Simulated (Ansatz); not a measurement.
cyclohexane (C6H12), singlet, at a GFN2-xTB geometry; Ansatz (an electronic-structure program) with BLYP/6-31G*.

Here is a job for Ansatz.
Ansatz 0.2 input:
```yaml
crystal:
  periodic: [false, false, false]
  atoms:
    - {symbol: C, position_ang: [-0.66197397, 1.12297663, -0.67366385]}
    - {symbol: C, position_ang: [0.75407601, 1.25299157, -0.12037658]}
    - {symbol: C, position_ang: [1.45787052, -0.10080089, -0.13252080]}
    - {symbol: C, position_ang: [0.66197397, -1.12297663, 0.67366385]}
    - {symbol: C, position_ang: [-0.75407601, -1.25299157, 0.12037658]}
    - {symbol: C, position_ang: [-1.45787052, 0.10080089, 0.13252080]}
    - {symbol: H, position_ang: [-0.61416414, 0.80216226, -1.71711692]}
    - {symbol: H, position_ang: [-1.16380661, 2.09274194, -0.64468925]}
    - {symbol: H, position_ang: [1.32141866, 1.97319664, -0.71413349]}
    - {symbol: H, position_ang: [0.70833863, 1.62726918, 0.90520925]}
    - {symbol: H, position_ang: [1.55338037, -0.44915229, -1.16379724]}
    - {symbol: H, position_ang: [2.46383348, -0.00147979, 0.28135615]}
    - {symbol: H, position_ang: [1.16380661, -2.09274194, 0.64468925]}
    - {symbol: H, position_ang: [0.61416414, -0.80216226, 1.71711692]}
    - {symbol: H, position_ang: [-1.32141866, -1.97319664, 0.71413349]}
    - {symbol: H, position_ang: [-0.70833863, -1.62726918, -0.90520925]}
    - {symbol: H, position_ang: [-1.55338037, 0.44915229, 1.16379724]}
    - {symbol: H, position_ang: [-2.46383348, 0.00147979, -0.28135615]}
basis:
  gaussian:
    orbitals: 6-31G*
hamiltonian:
  xc: blyp
scf: {lower_state_search: full}
```

Problem. Write the output that Ansatz gives for this input, abridged.

Solution. 
```
Functional definition: BLYP
1530 factors; their error is unknown
mean field evaluation 1: about -6398.7141 eV, gradient 7.8e1 eV
mean field evaluation 2: about -6373.4147 eV, gradient 1.3e2 eV
mean field evaluation 4: about -6414.0862 eV, gradient 2.1e0 eV
mean field evaluation 8: about -6414.0907 eV, gradient 2.2e-2 eV
mean field evaluation 16: about -6398.5556 eV, gradient 7.8e1 eV
mean field -6413.96168559 eV, -235.7087444060 hartree, gradient 4.7e-5 eV, S^2 0.000000; 0 other end points of the search recorded, 0 dependent functions left out
reference -6413.96198445 eV, -235.7087553890 hartree; 24, 24 occupied and 90, 90 virtual orbitals, 1530 factors
Total energy: -6413.96198445 eV, -235.7087553890 hartree
```
